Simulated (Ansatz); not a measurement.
The cluster Ge₁₂Mo. Charge 0, multiplicity 1. Geometry PBE-D4/def2-SVP, basis def2-TZVP, Ansatz.

```xyz
13

Mo   -0.280    0.202   -0.200
Ge    0.279   -1.363    2.166
Ge   -0.016    2.490   -1.626
Ge   -1.648   -1.693   -1.722
Ge    2.023    1.871   -0.091
Ge   -1.473    0.762    2.187
Ge   -2.137   -1.487    0.879
Ge   -0.040   -2.837   -0.078
Ge   -0.657    0.364   -2.880
Ge    2.080   -0.762    0.240
Ge    1.021   -1.495   -2.075
Ge   -0.315    2.769    0.905
Ge    1.163    1.180    2.294
```

```
run  HOMO (eV)  LUMO (eV)
  A      -5.57      -4.30
  B      -5.34      -4.19
  C      -6.02      -3.75
  D      -5.54      -4.41
```

In the def2 sets Mo takes a core potential; there is no spin–orbit coupling. Single mean-field runs in def2-TZVP are fitted with def2-universal-jkfit. No other spin state of charge 0 was run. Another isomer (singlet) lies 0.05 eV lower at r2SCAN-D4/def2-TZVP; other spin states weren't run for this one.

Q: The runs used LDA (SPW92), PBE, PBE0, r2SCAN. Estimate which is which.

A: A r2SCAN (0 % exact exchange); B PBE (0 % exact exchange); C PBE0 (25 % exact exchange); D LDA (SPW92) (0 % exact exchange). Exact exchange lowers occupied and raises empty levels; among semilocal functionals meta-GGAs tend to open the gap a little, and such runs are hard to tell apart. The gap grows from 1.13 eV (LDA (SPW92)) to 2.27 eV (PBE0). The restricted singlet is unstable towards broken spin symmetry in Hartree–Fock (as tested in another run); at r2SCAN-D4/def2-TZVP, PBE-D4/def2-TZVP, PBE0-D4/def2-TZVP, LDA (SPW92)/def2-TZVP this wasn't settled.
